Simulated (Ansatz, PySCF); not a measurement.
CH3Se, SMILES [Se]C (connectivity only; charge and spin as stated), charge -1, multiplicity 1. Atoms are numbered in the order given.

```xyz
5

C      0.0000     0.0000    -1.4961
Se     0.0000    -0.0001     0.4760
H      0.8857     0.5114    -1.8839
H     -0.8857     0.5114    -1.8839
H      0.0000    -1.0227    -1.8840
```
Charge -1, spin multiplicity 1.

The structure is a stationary point at ωB97X-D3(BJ)/def2-TZVPD. The spin state was assumed, not searched. The isomer is the one that the SMILES or the coordinates give; other isomers of the formula were not compared.

Two levels are set side by side: PBE-D3(BJ)/def2-TZVPD (Ansatz, an electronic-structure program) and ωB97X-D3(BJ)/def2-TZVPD (PySCF). Each level has its own optimised geometry; the coordinates shown are those of the second. Frequencies come from the Hessian of PySCF at each geometry. Differences are taken from unrounded values.

| quantity | ωB97X-D3(BJ) | PBE-D3(BJ) | PBE-D3(BJ) minus ωB97X-D3(BJ) |
|---|---|---|---|
| mean bond length (Å) | 1.313 | 1.324 | 0.011 |
| bond C1–Se2 (Å) | 1.972 | 1.996 | 0.024 |
| bond C1–H3 (Å) | 1.094 | 1.101 | 0.007 |
| bond C1–H4 (Å) | 1.094 | 1.101 | 0.007 |
| bond C1–H5 (Å) | 1.094 | 1.101 | 0.007 |
| highest harmonic wavenumber (cm⁻¹) | 3092 | 2995 | -98 |
| mean harmonic wavenumber (cm⁻¹) | 1760 | 1686 | -74 |
| zero-point energy (kcal/mol) | 22.64 | 21.69 | -0.95 |

GGA bonds tend to be longer and softer than those of functionals with exact exchange. Differences between two approximate levels are no errors against the true value.
